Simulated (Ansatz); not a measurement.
Input file for Ansatz (a quantum-chemistry and plane-wave program): R-PBE/def2-TZVPP on BBr2HO (SMILES OB(Br)Br), a point of a torsion scan.

Ansatz 0.2 input:
```yaml
crystal:
  periodic: [false, false, false]
  atoms:
    - {symbol: O, position_ang: [-0.87703881, -0.44501435, 0.05469205]}
    - {symbol: B, position_ang: [0.27119865, 0.13835470, 0.03554105]}
    - {symbol: Br, position_ang: [1.74205760, -0.60928742, -0.92471929]}
    - {symbol: Br, position_ang: [0.57698738, 1.74348694, 1.02218988]}
    - {symbol: H, position_ang: [-1.75471391, -0.74168834, -0.11922948]}
basis:
  gaussian:
    orbitals: def2-TZVPP
hamiltonian:
  xc: {name: PBE}
scf: {lower_state_search: off}
```

Output:

```
WARN ansatz: RAYON_NUM_THREADS=1 ignored (pool sized by the plan → 1); use --threads N
Functional definition: PBE
these checks for a lower state are left out or cut short: stability, starts, cluster_reference, orbital_swaps, neighbouring_geometries, increment
integrals: 0.10 GiB planned
1131 factors; their error is unknown
mean field: 0.62 GiB planned
mean field evaluation 1: about -142804.9774 eV, gradient 6.6e1 eV
mean field evaluation 2: about -142767.3984 eV, gradient 1.5e2 eV
mean field evaluation 4: about -142811.6808 eV, gradient 1.2e1 eV
mean field evaluation 8: about -142812.0383 eV, gradient 1.4e-1 eV
mean field evaluation 16: about -142811.9926 eV, gradient 1.8e-4 eV
mean field -142811.99255676 eV, -5248.2439250155 hartree, gradient 1.6e-6 eV, S^2 0.000000; 0 other end points of the search recorded, 0 dependent functions left out
reference -142811.99259001 eV, -5248.2439262376 hartree; 42, 42 occupied and 130, 130 virtual orbitals, 1131 factors
Total energy: -142811.99259001 eV, -5248.2439262376 hartree
Checks for a lower state left out: stability, starts, cluster_reference, orbital_swaps, neighbouring_geometries, increment
```

Self-consistency was reached.

Cost: roughly 2.1 core-seconds.
